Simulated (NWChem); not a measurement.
System: AlH3; SMILES [AlH3]

Here is an NWChem input.

```
start job
memory heap 200 mb stack 900 mb global 1100 mb
geometry units angstroms noautoz
  Al     0.000000     0.000000     0.000000
  H      1.121447     1.121447     0.000000
  H      0.410478    -1.531925     0.000000
  H     -1.531925     0.410478     0.000000
end
basis spherical
  Al library cc-pvtz
  H library cc-pvtz
end
dft
  xc b3lyp
  iterations 150
  mulliken
end
task dft energy
```

NWChem printed, in part:

```
             Northwest Computational Chemistry Package (NWChem) 7.3.0
             --------------------------------------------------------

 D3H symmetry detected

                             Geometry "geometry" -> ""
                             -------------------------

 Output coordinates in angstroms (scale by  1.889725989 to convert to a.u.)

  No.       Tag          Charge          X              Y              Z
 ---- ---------------- ---------- -------------- -------------- --------------
    1 Al                  13.0000    -0.00000000    -0.00000000     0.00000000
    2 H                    1.0000     1.12144695     1.12144695     0.00000000
    3 H                    1.0000     0.41047807    -1.53192502     0.00000000
    4 H                    1.0000    -1.53192502     0.41047807     0.00000000

 Effective nuclear repulsion energy (a.u.)      13.5907589599

      Symmetry information
      --------------------

 Group name             D3h
 Group number             27
 Group order              12
 No. of unique centers     2

                                 NWChem DFT Module
                                 -----------------

 Summary of "ao basis" -> "ao basis" (spherical)
 ------------------------------------------------------------------------------
       Tag                 Description            Shells   Functions and Types
 ---------------- ------------------------------  ------  ---------------------
 Al                         cc-pvtz                 12       34   5s4p2d1f
 H                          cc-pvtz                  6       14   3s2p1d

      Symmetry analysis of basis
      --------------------------

        a1'        15
        a1"         1
        a2'         4
        a2"         8
        e'         34
        e"         14

  Rotation of axis

            General Information
            -------------------
          SCF calculation type: DFT
          Wavefunction type:  closed shell.
          No. of atoms     :     4
          No. of electrons :    16
           Alpha electrons :     8
            Beta electrons :     8
          Charge           :     0
          Spin multiplicity:     1
          Use of symmetry is: on ; symmetry adaption is: on
          Maximum number of iterations: 150
          AO basis - number of functions:    76
                     number of shells:    30
          Convergence on energy requested:  1.00D-06
          Convergence on density requested:  1.00D-05
          Convergence on gradient requested:  5.00D-04

              XC Information
              --------------
                         B3LYP Method XC Potential
                     Hartree-Fock (Exact) Exchange  0.200
                        Slater Exchange Functional  0.800 local
                    Becke 1988 Exchange Functional  0.720 non-local
              Lee-Yang-Parr Correlation Functional  0.810
                  VWN I RPA Correlation Functional  0.190 local

             Grid Information
             ----------------
          Grid used for XC integration:  medium
          Radial quadrature: Mura-Knowles
          Angular quadrature: Lebedev.
          Tag              B.-S. Rad. Rad. Pts. Rad. Cut. Ang. Pts.
          ---              ---------- --------- --------- ---------
          Al                  1.25       88           8.0       590
          H                   0.35       45           9.0       434
          Grid pruning is: on
          Number of quadrature shells:   133
          Spatial weights used:  Erf1

      Superposition of Atomic Density Guess
      -------------------------------------

 Sum of atomic energies:        -243.37893171

      Non-variational initial energy
      ------------------------------

 Total energy =    -243.368551
 1-e energy   =    -364.929246
 2-e energy   =     107.969936
 HOMO         =      -0.361711
 LUMO         =      -0.025385

      Symmetry analysis of molecular orbitals - initial
      -------------------------------------------------

  Numbering of irreducible representations:

     1 a1'         2 a1"         3 a2'         4 a2"         5 e'
     6 e"

  Orbital symmetries:

     1 a1'         2 a1'         3 e'          4 e'          5 a2"
     6 a1'         7 e'          8 e'          9 a2"        10 a1'
    11 e'         12 e'         13 a1'        14 e'         15 e'
    16 e"         17 e"         18 a2"

     ---------------------------------------------
      Total Density - Mulliken Population Analysis
     ---------------------------------------------

    Atom       Charge   Shell Charges
 -----------   ------   -------------------------------------------------------
    1 Al  13    12.48   2.00  1.95  0.82  0.15  0.28  5.23  0.83  0.79  0.30  0.05  0.07  0.02
    2 H    1     1.17   0.23  0.57  0.37  0.00  0.00  0.00
    3 H    1     1.17   0.23  0.57  0.37  0.00  0.00  0.00
    4 H    1     1.17   0.23  0.57  0.37  0.00  0.00  0.00

   convergence    iter        energy       DeltaE   RMS-Dens  Diis-err
 ---------------- ----- ----------------- --------- --------- ---------
 d= 0,ls=0.0,diis     1   -244.2224923414 -2.58D+02  3.96D-03  1.04D-01
 d= 0,ls=0.0,diis     2   -244.2323547917 -9.86D-03  7.93D-04  2.58D-03
 d= 0,ls=0.0,diis     3   -244.2329271975 -5.72D-04  2.18D-04  5.04D-04
 d= 0,ls=0.0,diis     4   -244.2330120351 -8.48D-05  2.75D-05  1.84D-05
 d= 0,ls=0.0,diis     5   -244.2330128870 -8.52D-07  1.87D-06  1.43D-08

         Total DFT energy =     -244.233012886956
      One electron energy =     -365.677190439503
           Coulomb energy =      127.610840443334
    Exchange-Corr. energy =      -19.757421850659
 Nuclear repulsion energy =       13.590758959872

 Numeric. integr. density =       15.999991592892

                  Occupations of the irreducible representations
                  ----------------------------------------------

                     irrep           alpha         beta
                     --------     --------     --------
                     a1'               3.0          3.0
                     a1"               0.0          0.0
                     a2'               0.0          0.0
                     a2"               1.0          1.0
                     e'                4.0          4.0
                     e"                0.0          0.0

                       DFT Final Molecular Orbital Analysis
                       ------------------------------------

 Vector    6  Occ=2.000000D+00  E=-4.242591D-01  Symmetry=a1'
              MO Center=  5.1D-16,  4.3D-15, -2.1D-17, r^2= 2.3D+00
   Bfn.  Coefficient  Atom+Function         Bfn.  Coefficient  Atom+Function
  ----- ------------  ---------------      ----- ------------  ---------------
     3      0.429276  1 Al s                 36      0.128304  2 H  s
    50      0.128304  3 H  s                 64      0.128304  4 H  s
     5      0.126079  1 Al s                  4      0.111893  1 Al s
    35      0.090097  2 H  s                 49      0.090097  3 H  s
    63      0.090097  4 H  s                 37      0.075011  2 H  s

 Vector    7  Occ=2.000000D+00  E=-3.084470D-01  Symmetry=e'
              MO Center=  3.4D-01,  5.1D-01,  6.5D-31, r^2= 2.6D+00
   Bfn.  Coefficient  Atom+Function         Bfn.  Coefficient  Atom+Function
  ----- ------------  ---------------      ----- ------------  ---------------
    36      0.258500  2 H  s                  9      0.243257  1 Al px
    37      0.200496  2 H  s                 10      0.197950  1 Al py
    35      0.165264  2 H  s                 64     -0.152239  4 H  s
    65     -0.118078  4 H  s                 50     -0.106261  3 H  s
    63     -0.097329  4 H  s                 51     -0.082418  3 H  s

 Vector    8  Occ=2.000000D+00  E=-3.084470D-01  Symmetry=e'
              MO Center= -3.4D-01, -5.1D-01,  1.1D-15, r^2= 2.6D+00
   Bfn.  Coefficient  Atom+Function         Bfn.  Coefficient  Atom+Function
  ----- ------------  ---------------      ----- ------------  ---------------
    10      0.243257  1 Al py                50     -0.237140  3 H  s
    64      0.210595  4 H  s                  9     -0.197950  1 Al px
    51     -0.183929  3 H  s                 65      0.163340  4 H  s
    49     -0.151608  3 H  s                 63      0.134638  4 H  s
    16      0.079431  1 Al py                15     -0.064637  1 Al px

 Vector    9  Occ=0.000000D+00  E=-7.317305D-02  Symmetry=a2"
              MO Center= -3.4D-16,  1.1D-15,  6.9D-16, r^2= 4.0D+00
   Bfn.  Coefficient  Atom+Function         Bfn.  Coefficient  Atom+Function
  ----- ------------  ---------------      ----- ------------  ---------------
    17      0.631684  1 Al pz                11      0.441120  1 Al pz
    14      0.032209  1 Al pz                 8     -0.028510  1 Al pz

 Vector   10  Occ=0.000000D+00  E= 3.538547D-02  Symmetry=a1'
              MO Center= -6.3D-14, -4.7D-14, -6.9D-16, r^2= 4.3D+00
   Bfn.  Coefficient  Atom+Function         Bfn.  Coefficient  Atom+Function
  ----- ------------  ---------------      ----- ------------  ---------------
     5      1.661111  1 Al s                 37     -0.820736  2 H  s
    51     -0.820736  3 H  s                 65     -0.820736  4 H  s
     3      0.369645  1 Al s                 20      0.214517  1 Al d  0
    25      0.126575  1 Al d  0               4      0.108380  1 Al s
    35     -0.094557  2 H  s                 49     -0.094557  3 H  s

 Vector   11  Occ=0.000000D+00  E= 4.762567D-02  Symmetry=e'
              MO Center=  8.8D-02,  7.4D-01,  1.8D-15, r^2= 6.0D+00
   Bfn.  Coefficient  Atom+Function         Bfn.  Coefficient  Atom+Function
  ----- ------------  ---------------      ----- ------------  ---------------
    16      1.527774  1 Al py                51      1.272309  3 H  s
    65     -0.848738  4 H  s                 15     -0.742508  1 Al px
    37     -0.423571  2 H  s                 10      0.169431  1 Al py
    27     -0.104809  1 Al d  2               9     -0.082345  1 Al px
    49      0.079968  3 H  s                 50      0.061702  3 H  s

     ---------------------------------------------
      Total Density - Mulliken Population Analysis
     ---------------------------------------------

    Atom       Charge   Shell Charges
 -----------   ------   -------------------------------------------------------
    1 Al  13    12.65   2.00  1.89  0.78  0.22  0.22  5.25  1.01  0.80  0.30  0.07  0.09  0.02
    2 H    1     1.12   0.24  0.53  0.34  0.00  0.01  0.00
    3 H    1     1.12   0.24  0.53  0.34  0.00  0.01  0.00
    4 H    1     1.12   0.24  0.53  0.34  0.00  0.01  0.00

     -------------------------------------------
      Total Density - Lowdin Population Analysis
     -------------------------------------------

    Atom       Charge   Shell Charges
 -----------   ------   -------------------------------------------------------
    1 Al  13    12.57   1.99  1.46  0.67  0.46  0.30  4.65  0.96  1.27  0.52  0.15  0.10  0.04
    2 H    1     1.14   0.24  0.49  0.37  0.00  0.04  0.00
    3 H    1     1.14   0.24  0.49  0.37  0.00  0.04  0.00
    4 H    1     1.14   0.24  0.49  0.37  0.00  0.04  0.00

     Multipole analysis of the density
     ---------------------------------

     L   x y z        total         alpha         beta         nuclear
     -   - - -        -----         -----         ----         -------
     0   0 0 0     -0.000000     -8.000000     -8.000000     16.000000

     1   1 0 0      0.000000      0.000000      0.000000      0.000000
     1   0 1 0      0.000000     -0.000000     -0.000000      0.000000
     1   0 0 1     -0.000000     -0.000000     -0.000000      0.000000

     2   2 0 0    -13.691446    -13.582410    -13.582410     13.473375
     2   1 1 0     -0.000000     -0.000000     -0.000000      0.000000
     2   1 0 1      0.000000      0.000000      0.000000      0.000000
     2   0 2 0    -13.691446    -13.582410    -13.582410     13.473375
     2   0 1 1      0.000000      0.000000      0.000000      0.000000
     2   0 0 2     -8.796377     -4.398188     -4.398188      0.000000
```

Level: B3LYP/cc-pVTZ. Structure relaxed at the PBE0-D3(BJ)/def2-TZVP level.
